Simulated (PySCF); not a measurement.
Computed structure and properties of [Er(H2O)]3+

System: [Er(H2O)]3+ (singlet in the valence; each metal's 4f electrons, 11 of them, lie in its core potential, out of spins and levels); start: template (C2v). Method: PySCF 2.14.0, RKS PBE, Er lcecp-1-SVP with ECP57, O def2-SVP, H def2-SVP; non-relativistic Hamiltonian with scalar-relativistic core potentials where named; density fitting; no spin-orbit coupling.

Input of the relaxation:

```python
mol = gto.M(atom='''
Er     0.00000     0.00000    -0.24366
O      0.00000     0.00000     2.17884
H      0.77000    -0.00000     2.76884
H     -0.77000     0.00000     2.76884''',
    basis={'Er': 'lcecp-1-SVP', 'O': 'def2-SVP', 'H': 'def2-SVP'},
    ecp={'Er': 'lcecp-1-SVP'},
    charge=3, spin=0)
mf = dft.RKS(mol, xc='PBE')
mf.grids.atom_grid = (50, 194)  # f atoms: unpruned, at least (60, 302)
mf = mf.density_fit()  # fitting sets: Er AutoAux, O def2-universal-JKFIT, H def2-universal-JKFIT
mf.conv_tol = 1e-08; mf.max_cycle = 55
mf.kernel(dm0)  # dm0: converged density of the start geometry
# quasi-Newton relaxation in Cartesian coordinates to a largest gradient under 0.00045 Eh/bohr, steps kept in the point group
```

Run from Python with OMP_NUM_THREADS=2; the lines above give its settings. Where DIIS fails, smearing, a level shift and second-order steps follow.
It took 8.3 s on 2 threads of Arm Neoverse V1, on a shared host, from the converged density of the start.

Course of the relaxation:

| step | energy above end (eV) | largest force component within the symmetry (eV/Å) |
| --- | --- | --- |
| 0 | 0.3857 | 3.826 |
| 1 | 0.1658 | 1.588 |
| 2 | 0.0173 | 0.700 |
| 3 | 0.0045 | 0.478 |
| 4 | 0.0002 | 0.117 |
| 5 | 0.0000 | 0.013 |
| 6 | 0.0000 | 0.001 |

Relaxed geometry (C2v):

```xyz
4

Er    0.0000    0.0000   -0.0641
O     0.0000    0.0000    2.0860
H     0.7908    0.0000    2.7255
H    -0.7908    0.0000    2.7255
```

| contact | Å |
| --- | --- |
| Er1–O2 (H2O) | 2.150 |

On the finer grid (75, 302):

```yaml
HOMO: -26.74 eV
LUMO: -21.86 eV
Dipole_about_the_centre_of_mass: 3.83 D
Set_of_Mulliken_populations_of_Er1_outside_the_core_potential: s 2.06, p 6.06, d 0.38, f 0.02
D3_BJ_dispersion_energy_not_in_the_energies: -0.065 eV
```

```json
{"atom": "Er1", "Mulliken (e)": "2.48", "Löwdin (e)": "2.38", "spin (e)": "0.00"}
{"atom": "O2", "Mulliken (e)": "-0.24", "Löwdin (e)": "0.09", "spin (e)": "0.00"}
{"atom": "H3", "Mulliken (e)": "0.38", "Löwdin (e)": "0.26", "spin (e)": "0.00"}
{"atom": "H4", "Mulliken (e)": "0.38", "Löwdin (e)": "0.26", "spin (e)": "0.00"}
```

The 4f levels lie in the core potential and are missing. Their spin isn't counted.

On the grid (50, 194), as all that follows. Harmonic modes: a minimum; lowest 470 cm⁻¹ (negative: unstable), highest 3224 cm⁻¹, zero-point energy 0.614 eV.

Taking off one H2O (charge 0, singlet; the rest: singlet) in vacuum, both parts rigid, costs 5.64 eV; the small basis without counterpoise inflates it. Parting with an electron moved from the ligand to the metal can be far cheaper, even downhill.

Rigid scan of H2O along the line from its metal:

(distance to O2 (Å), energy (eV)): (1.85, 0.959), (1.95, 0.362), (2.05, 0.077), (2.15, 0.000), (2.25, 0.057), (2.35, 0.199), (2.55, 0.607)

One start shape was tried, so this needn't be the lowest isomer.

An lcecp potential fixes the number of 4f electrons, so in runs with it no electron can move into or out of that shell.
